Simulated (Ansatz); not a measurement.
`N[Si](N)(O)O` + HCl → `N[Si](N)(O)Cl` + H₂O  (ligand exchange at the Si–O bond)

Gas-phase electronic energies from Ansatz, PBE0-D4/def2-TZVP geometries. CCSD(T)/CBS adds triple-zeta CCSD(T) − MP2 to the extrapolated MP2 energy (def2 sets, frozen cores). This one scheme is used for every species. Functionals use def2-TZVPP. HSE06 is defined as in plane-wave codes. One conformer a species, not always the lowest.

```csv
level,ΔE (kJ/mol)
HSE06-D4,-7.3
B2PLYP,2.3
PBE-QIDH,-3.3
CCSD(T)/def2-TZVPP,3.1
```

Task: What does CCSD(T)/CBS give? (An estimate is asked.)

Result: Ansatz gave: -2.4 kJ/mol. The listed levels differ from it by -4.9, 4.7, -0.9, 5.5 kJ/mol.

Largest T1 diagnostic among the species: 0.010.

The D4 term adds −3.7 kJ/mol with B3LYP and −2.0 kJ/mol with PBE0; it sums over pairs of atoms, weighted by their polarisabilities, and B3LYP, whose exchange is more repulsive, gets the larger term. In def2-TZVPP, CCSD(T) changes the Hartree–Fock value by −4.8 kJ/mol (the triples alone add −1.9 kJ/mol) and MP2 by −9.9 kJ/mol. Leaving LDA and LC-ωPBE aside and taking each functional with its dispersion term where it has one, the values, not all of them listed here, spread over 15.4 kJ/mol, from revPBE-D4 to CAM-B3LYP-D4. LDA lies +5.9 kJ/mol from PBE without D4.

B3LYP here is the variant with VWN-RPA as its local correlation; programs differ in this.
